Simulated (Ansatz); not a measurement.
Molecule: sum formula AlN3H6 (charge 0, singlet). 
Structure (B3LYP-D3(BJ)/def2-TZVP (Ansatz, a first-principles code) minimum search):
```
Al
N 1 1.7743
H 2 1.0069 1 124.98
H 2 1.0069 3 110.03 1 180.00
N 1 1.7743 2 120.00 3 -166.93
H 5 1.0069 1 124.98 2 -166.93
H 5 1.0069 6 110.03 1 -180.00
N 1 1.7743 2 120.00 3 13.07
H 8 1.0069 1 124.98 2 13.07
H 8 1.0069 9 110.03 1 180.00
```
Charge 0, spin multiplicity 1.

Property: atomisation energy (electronic, to ground-state atoms), in kcal/mol. Cores are frozen in the correlated levels unless marked. Open shells are spin-unrestricted. No spin-orbit coupling. No relativistic terms. The coupled-cluster limit lacks core correlation, which all-electron functionals hold. CBS marks a two-point X^-3 extrapolation of the correlation energy; Hartree-Fock from the larger set.

| level | program | atomisation energy (kcal/mol) |
|---|---|---|
| HF/aug-cc-pV(D+d)Z | Ansatz | 542.2 |
| HF/cc-pV(T+d)Z | Ansatz | 554.5 |
| PBE-D4/def2-TZVPD | Ansatz + dftd4 | 840.3 |
| B3LYP-D3(BJ)/def2-TZVPD | Ansatz + dftd3 | 833.2 |

Q: What does CCSD(T)/CBS(aug-cc-pV(T+d)Z,aug-cc-pV(Q+d)Z) (Ansatz) give?

A: 830.5 kcal/mol
